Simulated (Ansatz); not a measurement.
Geometry optimisation, RKS B3LYP-D4/def2-SVP in Ansatz.

The input (input.yaml):

```yaml
crystal:
  periodic: [false, false, false]
  atoms:
    - { symbol: C, position_ang: [-0.51861, 1.3902, 0.85351] }
    - { symbol: S, position_ang: [-0.44396, -0.17066, 1.24409] }
    - { symbol: Si, position_ang: [-1.26738, -0.30443, 3.46315] }
    - { symbol: Cl, position_ang: [-1.59847, 1.5511, 4.02803] }
    - { symbol: H, position_ang: [-0.89176, 2.10072, 1.57952] }
    - { symbol: H, position_ang: [-0.21335, 1.77205, -0.11135] }
    - { symbol: H, position_ang: [-0.11564, -0.99255, 4.01969] }
    - { symbol: H, position_ang: [-2.41727, -1.13964, 3.16183] }
total_charge: 1
basis:
  gaussian: { orbitals: def2-SVP }
hamiltonian:
  xc: b3lyp
  dispersion: d4
relax:
  f_tol: 0.015
  max_steps: 40
output:
  orbitals: {}
```

Command:

```bash
$ ansatz run input.yaml --threads 1 --pin off --max-ram 2048MiB --backend cpu --events-out ev --progress --plain --runs-dir out
```

Question: Where does it end, and by what steps?

Answer: It converged. Limits of this set-up: the dipole of an ion depends on the origin. After 10 steps the energy has fallen by 0.126 eV; H5 moved furthest, 0.09 Å.

```json
{"step": "0", "energy less start (eV)": "0.0000", "largest force component (eV/Å)": "1.318", "accepted": "yes"}
{"step": "1", "energy less start (eV)": "-0.0677", "largest force component (eV/Å)": "0.710", "accepted": "yes"}
{"step": "2", "energy less start (eV)": "0.0412", "largest force component (eV/Å)": "1.690", "accepted": "no"}
{"step": "3", "energy less start (eV)": "-0.1208", "largest force component (eV/Å)": "0.229", "accepted": "yes"}
{"step": "4", "energy less start (eV)": "-0.1185", "largest force component (eV/Å)": "0.191", "accepted": "no"}
{"step": "5", "energy less start (eV)": "-0.1248", "largest force component (eV/Å)": "0.072", "accepted": "yes"}
{"step": "6", "energy less start (eV)": "-0.1259", "largest force component (eV/Å)": "0.028", "accepted": "yes"}
{"step": "7", "energy less start (eV)": "-0.1259", "largest force component (eV/Å)": "0.022", "accepted": "yes"}
{"step": "8", "energy less start (eV)": "-0.1260", "largest force component (eV/Å)": "0.017", "accepted": "yes"}
{"step": "9", "energy less start (eV)": "-0.1260", "largest force component (eV/Å)": "0.017", "accepted": "yes"}
{"step": "10", "energy less start (eV)": "-0.1260", "largest force component (eV/Å)": "0.002", "accepted": "yes"}
```

```xyz
8
Properties=species:S:1:pos:R:3
C -0.517 1.418 0.869
S -0.490 -0.171 1.207
Si -1.250 -0.350 3.404
Cl -1.639 1.548 4.026
H -0.843 2.181 1.591
H -0.193 1.737 -0.132
H -0.081 -0.972 4.056
H -2.453 -1.184 3.218
```

Whether the end is a true minimum wasn't checked by a vibrational analysis.

Run time: 16 s on 1 thread of AMD EPYC 9R45 96-Core Processor (Zen 5), with other jobs on the host, peak memory 0.2 GiB.
